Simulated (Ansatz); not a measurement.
Isolated molecules relaxed with PBE0-D4/def2-TZVP in Ansatz; ΔE leaves out vibrations. CBS: MP2 limit from def2 TZ/QZ plus the TZ coupled-cluster correction, frozen cores. This one scheme is used for every species. Functionals use def2-TZVPP. Open shells (•) are unrestricted, without spin–orbit coupling. For Br, Ga outer-core shells are correlated without core-valence functions, which leaves a few kJ/mol of doubt a bond. Scalar relativity is left out up to krypton.

`[CH3][Ga]([F])[Br]` → `[CH3]`• + `[F][Ga][Br]`•  (homolysis of the C–Ga bond)

```tsv
level	ΔE (kJ/mol)
BLYP-D4	300.5
r2SCAN-D4	307.7
BLYP	287.8
LC-ωPBE	325.9
```

Q: What does CCSD(T)/CBS give? (An estimate is asked.)

A: Computed: +348.1 kJ/mol. The listed levels differ from it by -47.6, -40.4, -60.3, -22.2 kJ/mol.

Largest T1 diagnostic among the species: 0.014.

In def2-TZVPP, CCSD(T) changes the Hartree–Fock value by +111.7 kJ/mol (the triples alone add +7.8 kJ/mol) and MP2 by +125.3 kJ/mol; breaking electron pairs costs correlation energy, which Hartree–Fock lacks. At CCSD(T), def2-SVP lies −23.0 kJ/mol from the extrapolated value and def2-TZVPP −13.5 kJ/mol: correlation converges slowly with the basis, and small sets miss more of it in the bonded molecule than in its fragments. From PBE to PBE0 (25 % exact exchange), in def2-TZVPP and without D4, ΔE moves by +3.3 kJ/mol.

CCSD(T)/CBS has its own doubt, a few kJ/mol and more with outer-core shells, so smaller differences from it don't rank the levels.
